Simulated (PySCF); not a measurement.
Shapes and spin states of WO(OH)

Level of theory: PBE0 in PySCF with W def2-TZVP with ECP60, O def2-TZVP, H def2-TZVP; scalar-relativistic core potentials, no spin–orbit coupling; density-fitted integrals.

Relaxations began from a few typed shapes and spin states; open shells are unrestricted. The search is not exhaustive: other isomers or separated fragments can lie lower, and high-lying points may rest on an excited occupation.

```json
{"spin": "quartet", "group": "Cs", "bonds": "O–H 0.956 Å, W–O 1.702 Å, W–O 1.901 Å", "angles": "H–O–W 143.9°, O–W–O 147.8°", "imaginary modes (cm⁻¹)": "none", "ΔE (kJ/mol)": "0.0", "ΔE with ZPE (kJ/mol)": "0.0"}
{"spin": "broken-symmetry Ms = 1/2 (⟨S²⟩ 1.54)", "group": "Cs", "bonds": "O–H 0.958 Å, W–O 1.689 Å, W–O 1.875 Å", "angles": "H–O–W 136.3°, O–W–O 133.9°", "imaginary modes (cm⁻¹)": "none", "ΔE (kJ/mol)": "50.7", "ΔE with ZPE (kJ/mol)": "50.6"}
```

The lowest minimum found is the quartet Cs: O–H 0.956 Å, W–O 1.702 Å, W–O 1.901 Å; H–O–W 143.9°, O–W–O 147.8°.

For the lowest minimum: with open d or f shells other occupations or spin states may lie lower. Spin–orbit coupling, left out here, can matter for elements this heavy.
